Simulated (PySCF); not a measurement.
Two species compared at the same levels of theory.

First species: C6H18BN.
Numbering: `[BH3-:1][N@H+:2]([CH3:3])[CH:4]([CH2:5][CH3:6])[CH2:7][CH3:8]` (hydrogens: H9, H10, H11 on B1; H12 on N2; H13, H14, H15 on C3; H16 on C4; H17, H18 on C5; H19, H20, H21 on C6; H22, H23 on C7; H24, H25, H26 on C8)

Second species: C6H18BN.
SMILES with atom numbers: `[CH3:1][CH:2]([CH3:3])[BH2-:4][N+:5]([CH3:6])([CH3:7])[CH3:8]` (hydrogens: H9, H10, H11 on C1; H12 on C2; H13, H14, H15 on C3; H16, H17 on B4; H18, H19, H20 on C6; H21, H22, H23 on C7; H24, H25, H26 on C8)

Levels: CAM-B3LYP/def2-SVPD for dipole moment, HOMO energy, LUMO energy, HOMO–LUMO gap, static isotropic polarisability and electronic spatial extent ⟨r²⟩ about the centre of nuclear charge; TDDFT CAM-B3LYP/def2-SVPD for lowest singlet excitation; TDA CAM-B3LYP/def2-SVPD for lowest triplet excitation (Tamm–Dancoff); ΔSCF CAM-B3LYP/def2-SVPD for vertical ionisation energy; PBE0-D3(BJ)/def2-SVP for rotational constant A and rotational constant C. Geometries: PBE0-D3(BJ)/def2-SVP. Each species is one conformer at its optimised geometry, gas phase, non-relativistic unless stated; the electronic structure was computed with PySCF and density fitting.

The conformers computed, where there is a choice (atom-mapped SMILES and torsion angles):
- `[BH3-:1][N@H+:2]([CH3:3])[CH:4]([CH2:5][CH3:6])[CH2:7][CH3:8]`: B1–N2–C4–C5 -162°, N2–C4–C5–C6 55°, N2–C4–C7–C8 -159°
- `[CH3:1][CH:2]([CH3:3])[BH2-:4][N+:5]([CH3:6])([CH3:7])[CH3:8]`: C1–C2–B4–N5 95°, C2–B4–N5–C6 66°

| property | column X | column Y |
| --- | --- | --- |
| dipole moment | 5.10 D | 5.40 D |
| HOMO energy | -8.44 eV | -8.97 eV |
| LUMO energy | 0.98 eV | 0.91 eV |
| HOMO–LUMO gap | 9.42 eV | 9.88 eV |
| lowest singlet excitation | 7.08 eV | 7.29 eV |
| lowest triplet excitation (Tamm–Dancoff) | 6.95 eV | 7.11 eV |
| static isotropic polarisability | 100.2 au | 100.3 au |
| vertical ionisation energy | 9.05 eV | 9.93 eV |
| electronic spatial extent ⟨r²⟩ about the centre of nuclear charge | 1325 bohr² | 1283 bohr² |
| rotational constant A | 3.040 GHz | 1.855 GHz |
| rotational constant C | 1.061 GHz | 1.111 GHz |

Task: Which column belongs to which species?

Result: Column X is the second species and column Y the first. The first has 26 atoms and 66 electrons, the second 26 and 66.

Task: How does each property change from the first species to the second?

Result: dipole moment -0.30 D; HOMO energy +0.53 eV; LUMO energy +0.07 eV; HOMO–LUMO gap -0.46 eV; lowest singlet excitation -0.21 eV; lowest triplet excitation (Tamm–Dancoff) -0.16 eV; static isotropic polarisability -0.1 au; vertical ionisation energy -0.88 eV; electronic spatial extent ⟨r²⟩ about the centre of nuclear charge +42 bohr²; rotational constant A +1.185 GHz; rotational constant C -0.050 GHz.

On the first: The vertical singlet–triplet gap S1 − T1 is 0.18 eV (TDDFT singlet less Tamm–Dancoff triplet; S1: HOMO−1→LUMO, weight 0.41, beside HOMO→LUMO, weight 0.25; T1: HOMO−1→LUMO, weight 0.34, beside HOMO→LUMO, weight 0.25).

On the second: The polarisability is 14.85 Å³ as a volume (1 au = 0.148185 Å³), or 1.52 au for each of the 66 electrons. No computed singlet falls in the visible range (750 to 380 nm, 1.65 to 3.26 eV); S1 lies 3.82 eV above its blue end.
